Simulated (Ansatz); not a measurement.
The first iterations of a band of CH4FGaN2O (10 atoms, charge 0, multiplicity 1).

Theory: RKS BHLYP/def2-SVP in Ansatz.

- movable images: 5
- climbing image: yes
- spring: 5.0 eV/Å²
- optimiser: quadratic models (default)
- start path: through a guess of the saddle point
- force threshold: 0.05 eV/Å
- iteration limit: 58
- end points: relaxed

Image 0:

```xyz
10
Properties=species:S:1:pos:R:3
N 0.102 -1.672 0.897
C 0.141 -0.500 0.254
F -0.423 1.435 -2.546
N -0.758 0.462 0.333
Ga 0.288 1.534 -0.947
O 1.119 -0.227 -0.514
H 0.831 -2.337 0.719
H -0.672 -1.934 1.477
H -1.596 0.372 0.876
H 1.051 2.816 -0.547
```

Image 6:

```xyz
10
Properties=species:S:1:pos:R:3
N -0.185 -1.563 0.511
C -0.109 -0.418 -0.316
F -0.626 -0.802 -1.523
N -0.804 0.721 0.208
Ga 0.629 1.783 -0.130
O 1.169 0.086 -0.545
H 0.309 -2.330 0.076
H 0.241 -1.371 1.404
H -1.789 0.663 0.392
H 1.247 3.179 -0.074
```

| iteration | highest image above the first end (eV) | largest band force component (eV/Å) |
| --- | --- | --- |
| 1 | 7.137 | 20.171 |
| 2 | 4.857 | 3.530 |
| 3 | 3.994 | 2.561 |
| 4 | 3.543 | 1.562 |
| 5 | 3.095 | 1.742 |

Task: Does the band converge within its limit, and where does its top end?

Result: The run converged. It ended after 16 iterations with the highest image 3.040 eV above the first end. The profile has 2 maxima (images 3, 5) with wells between them (image 4): this band takes more than one step, which may be the mechanism or a detour left from its start path. Neighbouring images differ by up to 2.4 eV, so the band resolves the path poorly. A vibrational analysis at the climbing image gives one clearly imaginary mode, 287i cm⁻¹: a first-order saddle point. The orbitals stay closed-shell, which can raise the energy where a bond breaks towards radicals; this wasn't checked here.

Time of the run: 5.5 min on 2 threads of Arm Neoverse V2, on a shared host, peak memory 0.35 GiB.
